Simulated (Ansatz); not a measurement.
A structure relaxed at PBE0-D4/def2-SVPD in Ansatz, charge -1, singlet:

Cartesian coordinates in Å:
```
Ga 0.107 0.201 -2.281
Ga 0.544 -1.448 2.113
Ga 1.767 -0.410 -0.357
Ga -1.641 0.070 0.854
Ga -0.638 -1.635 -0.577
Ga 0.766 1.294 1.076
Ga -0.905 1.929 -0.828
```

Give its formula and point group.

Ga₇⁻. Point group C2v (tolerance 0.1 Å).

Summarise the bond lengths by kind (pairs closer than 1.2 times the sum of covalent radii, bridged metal pairs left out).

9 × Ga–Ga 2.44 to 2.71 Å.

The structure comes from a short search, and lower isomers may exist.
